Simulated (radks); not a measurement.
Dipole-allowed excitations along the series with 36 electrons in [Kr]. All-electron calculation, scalar-relativistic Kohn-Sham, PBE, spin-unpolarised, spherical densities, finite nucleus; Fermi nuclear charge, rms radius of each element as measured or else 0.836 A^(1/3) + 0.57 fm. Program: a radial shooting solver on a logarithmic mesh with Libxc functionals. Time-dependent linear response with the Hartree and adiabatic LDA kernel, continuum included through the Sternheimer equations, no spin-orbit coupling, so fine structure and intercombination lines are absent. Lines are the poles of the dipole polarisability below minus the highest occupied eigenvalue, found on a grid refined at the orbital gaps; the lowest seven at most are given, and weak or close lines can be missed. The first line takes the name of the lowest orbital gap if no other gap lies below it; otherwise a line is named after a gap within 0.6 % of it, if that gap stands alone.

species  -e(HOMO) (eV)  lowest orbital gap (eV)  first line (eV)     f  static alpha (bohr^3)
Te16+           451.52             4p-4d 82.364   102.27 (4p-4d)  4.31                 0.3462
I17+            495.02             4p-4d 86.654   107.38 (4p-4d)  4.21                 0.3068
Xe18+           540.33             4p-4d 90.993   112.52 (4p-4d)  4.12                 0.2731
Cs19+           587.47             4p-4d 95.387   117.72 (4p-4d)  4.03                 0.2441
Ba20+           636.43             4p-4d 99.840   122.97 (4p-4d)  3.95                 0.2191
La21+           687.22             4p-4d 104.36   128.28 (4p-4d)  3.87                 0.1973
